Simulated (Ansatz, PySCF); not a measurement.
Spin states of HLaO (SMILES [OH][La]), each relaxed with B3LYP-D3(BJ)/def2-TZVP.
State 1 (charge 0, multiplicity 1):
```xyz
3

La    -1.116    -0.889    -0.977
O      0.233     0.216     0.187
H      0.849     0.720     0.720
```
State 2 (charge 0, multiplicity 3):
```xyz
3

La    -1.133    -0.898    -0.991
O      0.241     0.221     0.194
H      0.858     0.724     0.727
```

```json
[
 {"level": "SVWN5/def2-TZVPP", "energy of the multiplicity-3 state less that of the multiplicity-1 state (kcal/mol)": "6.28", "cost": "×0.4"},
 {"level": "PBE/def2-TZVPP", "energy of the multiplicity-3 state less that of the multiplicity-1 state (kcal/mol)": "1.24", "cost": "×1"},
 {"level": "PBE-D3(BJ)/def2-TZVPP", "energy of the multiplicity-3 state less that of the multiplicity-1 state (kcal/mol)": "1.24", "cost": "×1"},
 {"level": "PBE-D4/def2-TZVPP", "energy of the multiplicity-3 state less that of the multiplicity-1 state (kcal/mol)": "1.24", "cost": "×1"},
 {"level": "BLYP/def2-TZVPP", "energy of the multiplicity-3 state less that of the multiplicity-1 state (kcal/mol)": "4.96", "cost": "×1"},
 {"level": "BLYP-D3(BJ)/def2-TZVPP", "energy of the multiplicity-3 state less that of the multiplicity-1 state (kcal/mol)": "4.96", "cost": "×1"},
 {"level": "BLYP-D4/def2-TZVPP", "energy of the multiplicity-3 state less that of the multiplicity-1 state (kcal/mol)": "4.97", "cost": "×1"},
 {"level": "r2SCAN/def2-TZVPP", "energy of the multiplicity-3 state less that of the multiplicity-1 state (kcal/mol)": "-7.27", "cost": "×3"},
 {"level": "r2SCAN-D3(BJ)/def2-TZVPP", "energy of the multiplicity-3 state less that of the multiplicity-1 state (kcal/mol)": "-7.27", "cost": "×3"},
 {"level": "r2SCAN-D4/def2-TZVPP", "energy of the multiplicity-3 state less that of the multiplicity-1 state (kcal/mol)": "-7.27", "cost": "×3"},
 {"level": "B97M-V/def2-TZVPP", "energy of the multiplicity-3 state less that of the multiplicity-1 state (kcal/mol)": "1.24", "cost": "×6"},
 {"level": "r2SCANh/def2-TZVPP", "energy of the multiplicity-3 state less that of the multiplicity-1 state (kcal/mol)": "-6.66", "cost": "×3"},
 {"level": "B3LYP/def2-TZVPP", "energy of the multiplicity-3 state less that of the multiplicity-1 state (kcal/mol)": "3.97", "cost": "×0.7"},
 {"level": "B3LYP-D3(BJ)/def2-TZVPP", "energy of the multiplicity-3 state less that of the multiplicity-1 state (kcal/mol)": "3.97", "cost": "×0.7"},
 {"level": "B3LYP-D4/def2-TZVPP", "energy of the multiplicity-3 state less that of the multiplicity-1 state (kcal/mol)": "3.97", "cost": "×0.7"},
 {"level": "PBE0/def2-TZVPP", "energy of the multiplicity-3 state less that of the multiplicity-1 state (kcal/mol)": "-0.28", "cost": "×1"},
 {"level": "PBE0-D3(BJ)/def2-TZVPP", "energy of the multiplicity-3 state less that of the multiplicity-1 state (kcal/mol)": "-0.28", "cost": "×1"},
 {"level": "PBE0-D4/def2-TZVPP", "energy of the multiplicity-3 state less that of the multiplicity-1 state (kcal/mol)": "-0.28", "cost": "×1"},
 {"level": "BHLYP/def2-TZVPP", "energy of the multiplicity-3 state less that of the multiplicity-1 state (kcal/mol)": "3.18", "cost": "×0.7"},
 {"level": "BHLYP-D3(BJ)/def2-TZVPP", "energy of the multiplicity-3 state less that of the multiplicity-1 state (kcal/mol)": "3.18", "cost": "×0.7"},
 {"level": "BHLYP-D4/def2-TZVPP", "energy of the multiplicity-3 state less that of the multiplicity-1 state (kcal/mol)": "3.18", "cost": "×0.7"},
 {"level": "CAM-B3LYP/def2-TZVPP", "energy of the multiplicity-3 state less that of the multiplicity-1 state (kcal/mol)": "4.81", "cost": "×0.8"},
 {"level": "CAM-B3LYP-D3(BJ)/def2-TZVPP", "energy of the multiplicity-3 state less that of the multiplicity-1 state (kcal/mol)": "4.81", "cost": "×0.8"},
 {"level": "CAM-B3LYP-D4/def2-TZVPP", "energy of the multiplicity-3 state less that of the multiplicity-1 state (kcal/mol)": "4.81", "cost": "×0.8"},
 {"level": "wB97X-V/def2-TZVPP", "energy of the multiplicity-3 state less that of the multiplicity-1 state (kcal/mol)": "5.61", "cost": "×4"},
 {"level": "wB97M-V/def2-TZVPP", "energy of the multiplicity-3 state less that of the multiplicity-1 state (kcal/mol)": "8.77", "cost": "×5"},
 {"level": "B2PLYP/def2-TZVPP", "energy of the multiplicity-3 state less that of the multiplicity-1 state (kcal/mol)": "6.28", "cost": "×1"},
 {"level": "B2PLYP-D3(BJ)/def2-TZVPP", "energy of the multiplicity-3 state less that of the multiplicity-1 state (kcal/mol)": "6.28", "cost": "×1"},
 {"level": "B2PLYP-D4/def2-TZVPP", "energy of the multiplicity-3 state less that of the multiplicity-1 state (kcal/mol)": "6.28", "cost": "×1"},
 {"level": "CCSD/def2-SVP", "energy of the multiplicity-3 state less that of the multiplicity-1 state (kcal/mol)": "6.93", "cost": "-"},
 {"level": "CCSD/def2-TZVPP", "energy of the multiplicity-3 state less that of the multiplicity-1 state (kcal/mol)": "6.05", "cost": "-"},
 {"level": "CCSD(T)/def2-SVP", "energy of the multiplicity-3 state less that of the multiplicity-1 state (kcal/mol)": "8.85", "cost": "×0.4"},
 {"level": "CCSD(T)/def2-TZVPP", "energy of the multiplicity-3 state less that of the multiplicity-1 state (kcal/mol)": "8.54", "cost": "×1"},
 {"level": "CCSD(T)/CBS(def2-SVP, def2-TZVPP)", "energy of the multiplicity-3 state less that of the multiplicity-1 state (kcal/mol)": "8.50", "cost": "×2"}
]
```

The rows run from -7.27 (r2SCAN-D3(BJ)/def2-TZVPP) to 8.85 kcal/mol (CCSD(T)/def2-SVP). From def2-SVP to def2-TZVPP CCSD(T) changes by -0.31. The dispersion term adds 0.00 in PBE-D3(BJ), 0.00 in PBE-D4, -0.01 in BLYP-D3(BJ). The 13 functionals in def2-TZVPP without D3 or D4 span 16.04, from r2SCAN to wB97M-V.

Singlets are restricted, other states unrestricted; no spin–orbit coupling, no relativity up to Kr; see below for the cores. The largest T1 diagnostic is 0.026.

Correlated levels freeze the inner cores; with def2 sets outer-core shells near the valence are correlated too. CBS(a, b) extrapolates the correlation energy as X⁻³ and adds the Hartree–Fock energy of set b.

Doubts at one or more of the structures used: a restricted determinant that unrestricted orbitals would lower (B2PLYP/def2-TZVPP, B2PLYP-D3(BJ)/def2-TZVPP, B2PLYP-D4/def2-TZVPP, CCSD/def2-SVP, CCSD/def2-TZVPP, CCSD(T)/def2-SVP, CCSD(T)/def2-TZVPP, CCSD(T)/CBS(def2-SVP, def2-TZVPP)).

Codes used: Ansatz (Gaussian basis) for Hartree–Fock, density functionals and correlated methods; PySCF for the dispersion terms. Each number belongs to the level named beside it. In def2 rows elements past Kr take small-core potentials, without spin–orbit coupling.

Costs are rough ratios of core time to PBE/def2-TZVPP (about 28 s over the structures, on one shared machine); a dash marks a level with no comparable run of its own.

Ansatz is an electronic-structure program.
